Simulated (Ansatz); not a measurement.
Gas-phase electronic energies from Ansatz, PBE0-D4/def2-TZVP geometries. CBS: MP2 limit from def2 TZ/QZ plus the TZ coupled-cluster correction, frozen cores. This one scheme is used for every species. DFT in def2-TZVPP. B3LYP here is the variant with VWN-RPA as its local correlation; programs differ in this. Elements past krypton have def2 core potentials. For Te outer-core shells are correlated without core-valence functions, which leaves a few kJ/mol of doubt a bond. One conformer a species, not always the lowest.

Consider the formal exchange of groups at the Si–C bond: `N[SiH2]C(O)O` + `FC[TeH]` → `N[SiH2]C(F)[TeH]` + `OCO`.

| level | ΔE (kJ/mol) | difference from CCSD(T)/CBS |
| --- | --- | --- |
| PBE0-D4 | -16.3 | 3.3 |
| ωB97X-V | -13.4 | 6.2 |
| ωB97M-V | -14.0 | 5.6 |
| B2PLYP | -14.7 | 4.9 |
| PBE0 | -14.0 | 5.6 |
| B3LYP | -11.8 | 7.8 |
| HF/def2-TZVPP | -16.4 | 3.2 |
| CCSD(T)/def2-TZVPP | -16.7 | 2.9 |
| MP2/def2-QZVPP | -21.6 | -2.0 |
| HF/CBS(def2) | -16.9 | 2.7 |
| CCSD(T)/CBS | -19.6 | 0 |

Largest T1 diagnostic among the species: 0.012.

The D4 term adds −3.9 kJ/mol with B3LYP and −2.3 kJ/mol with PBE0; it sums over pairs of atoms, weighted by their polarisabilities, and B3LYP, whose exchange is more repulsive, gets the larger term.

CCSD(T)/CBS has its own doubt, a few kJ/mol and more with outer-core shells, so smaller differences from it don't rank the levels.
